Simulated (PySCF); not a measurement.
# Computed properties of Ga(H)(Br)(NH2) (BrGaH3N), SMILES [NH2][GaH][Br]

BrGaH3N, SMILES [GaH]([NH2])[Br]. Geometry optimised at TPSSh-D3(BJ)/def2-SVP. Other conformers were not sampled. All values are computed for the isolated molecule unless a solvent is named; none is compared with measurement here.

**Structure.** The optimised structure has Cs symmetry. All 12 harmonic modes at TPSSh-D3(BJ)/def2-SVP (PySCF) are real, so it is a minimum. With heavy atoms numbered as in [GaH:1]([Br:3])[NH2:4], the shortest bond between them is Ga1–N4 at 1.805 Å and the longest Ga1–Br3 at 2.303 Å.

**Vibrations.** The strongest infrared lines (harmonic, unscaled, degenerate partners summed) lie at 240 cm⁻¹ (201 km/mol, H 76 %, N 22 %), 2048 cm⁻¹ (120 km/mol, H 99 %), 720 cm⁻¹ (98 km/mol, N 56 %, H 29 %, Ga 15 %). The softest mode is at 140 cm⁻¹ and the zero-point energy is 20.6 kcal/mol.

**Electronic structure.** B3LYP/def2-TZVPD (PySCF) places the frontier levels at -7.48 and -1.16 eV, a gap of 6.32 eV, and gives a dipole moment of 2.48 D and a mean polarisability of 62.0 bohr³. PBE/def2-TZVPD (PySCF) at the same geometry gives -6.39 and -1.66 eV, so its gap is 1.59 eV narrower. An orbital gap is neither the optical nor the fundamental gap.

**Excitations.** TDA-ωB97X/def2-SVPD (PySCF) has S1 at 6.43 eV (193 nm, f = 0.001, dark); the most intense of the 10 singlets computed lies at 7.09 eV (f = 0.09). T1 (TDA) is at 5.48 eV, 0.95 eV under S1. TDA-PBE/def2-SVPD (PySCF) puts S1 at 5.26 eV. No vertical singlet excitation falls in the visible range (under 3.1 eV).

**NMR.** GIAO shifts at PBE0/pcSseg-1 (PySCF) (non-relativistic, atoms alike by connectivity averaged): ¹H from 2.8 to 5.9 ppm against TMS. Without spin–orbit terms, shifts of atoms bonded to Cl or Br come out too high.
